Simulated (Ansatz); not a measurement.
```yaml
crystal:
  periodic: [false, false, false]
  atoms:
    - {symbol: V, position_ang: [-0.782249, -1.273457, -0.141988]}
    - {symbol: Te, position_ang: [-1.066007, 1.610235, -0.043891]}
    - {symbol: Te, position_ang: [1.600705, 0.282815, -0.199904]}
basis:
  gaussian: {orbitals: def2-TZVP}
magnetization: {spin_polarized: true, initial_magnetization: 1}
hamiltonian: {xc: {name: PBE0}, dispersion: d3bjatm, pseudopotentials: {relativity: scalar}}
output: {forces: true}
```

```sh
$ ansatz run in.yaml --threads 4 --pin off --events-out ev --progress --plain --max-ram 3916MiB
```

It prints (some lines left out):

```
Functional definition: PBE0
1355 factors; integrals over basis functions are off by at most 3.5e-4 eV
mean field evaluation 1: about -40349.7623 eV, gradient 1.1e2 eV
mean field evaluation 2: about -40199.1064 eV, gradient 1.8e2 eV
mean field evaluation 4: about -40343.6921 eV, gradient 1.1e2 eV
mean field evaluation 8: about -40388.4608 eV, gradient 3.6e0 eV
mean field evaluation 16: about -40389.2259 eV, gradient 4.8e-1 eV
mean field evaluation 32: about -40389.3198 eV, gradient 6.8e-2 eV
mean field evaluation 64: about -40374.6836 eV, gradient 6.0e1 eV
mean field evaluation 96: about -40375.6297 eV, gradient 6.0e1 eV
mean field evaluation 128: about -40045.8805 eV, gradient 3.0e2 eV
mean field evaluation 160: about -40388.9045 eV, gradient 2.7e0 eV
mean field evaluation 192: about -40389.2924 eV, gradient 1.6e-3 eV
mean field evaluation 224: about -40389.2889 eV, gradient 3.3e-1 eV
mean field evaluation 256: about -40388.4250 eV, gradient 1.5e-1 eV
mean field evaluation 288: about -40389.2924 eV, gradient 1.9e-4 eV
mean field evaluation 320: about -40389.1580 eV, gradient 2.8e-1 eV
mean field evaluation 352: about -40389.3135 eV, gradient 3.1e-1 eV
mean field evaluation 384: about -40389.2998 eV, gradient 1.7e0 eV
mean field evaluation 416: about -40389.2470 eV, gradient 3.8e-1 eV
mean field -40389.32110678 eV, -1484.2801738089 hartree, gradient 4.1e-8 eV, S^2 2.919469; 15 other end points of the search recorded, 0 dependent functions left out
reference -40389.32113379 eV, -1484.2801748016 hartree; 36, 35 occupied and 109, 110 virtual orbitals, 1355 factors
Total energy: -40389.45249353 eV, -1484.2850021829 hartree
Relativity: scalar
Atom 0 at    -0.782249    -1.273457    -0.141988 Å, force     1.181738     2.514993     0.023081 eV/Å
Atom 1 at    -1.066007     1.610235    -0.043891 Å, force    -0.785601    -1.166675    -0.000330 eV/Å
Atom 2 at     1.600705     0.282815    -0.199904 Å, force    -0.396137    -1.348319    -0.022752 eV/Å
Dipole moment:    -0.630589    -1.265898    -0.065634 e Å
```

Run time 2.3 min (4 threads of Arm Neoverse V1 on a shared host), peak host memory 0.74 GiB.

In the def2 sets Te takes a core potential; there is no spin–orbit coupling. The charge 0 doublet is spin-contaminated (final ⟨S²⟩ up to 2.92, 0.75 for a pure state).
